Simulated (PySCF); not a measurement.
A run for PySCF: R-HF/STO-3G on C3H10Si (a complex), monomers drawn apart or pushed together.

```python
from pyscf import gto, scf, dft, mp
from pyscf.data.elements import chemcore

mol = gto.M(
    atom='''
    C     0.49074101   -0.01534055    0.01815899
    C    -0.80890597    0.21795925    0.12473274
    H     1.21802277    0.54424305    0.59331307
    H     0.88058685   -0.77579937   -0.64766258
    H    -1.53757281   -0.34111743   -0.44987396
    H    -1.19579271    0.97847724    0.79194922
    C    -0.56584349   -1.15706436    6.43666365
    Si    0.72768323    0.19589167    6.52749565
    H    -1.51997726   -0.81070349    6.83823201
    H    -0.25444981   -2.03060155    7.01238857
    H    -0.72118455   -1.46507568    5.40209055
    H     0.29675183    1.39339894    5.76504531
    H     2.01954798   -0.26830171    5.96609396
    H     0.95681631    0.60735793    7.93493259
    ''',
    basis='sto-3g',
    charge=0, spin=0, verbose=3, max_memory=1800)
mf = scf.RHF(mol)
mf.conv_tol = 1e-8
mf.max_cycle = 100
mf.kernel()
if not mf.converged:
    mf = mf.newton().run(mf.mo_coeff, mf.mo_occ)
```

Question: Predict the final total energy.

Answer: -403.5791 hartree.
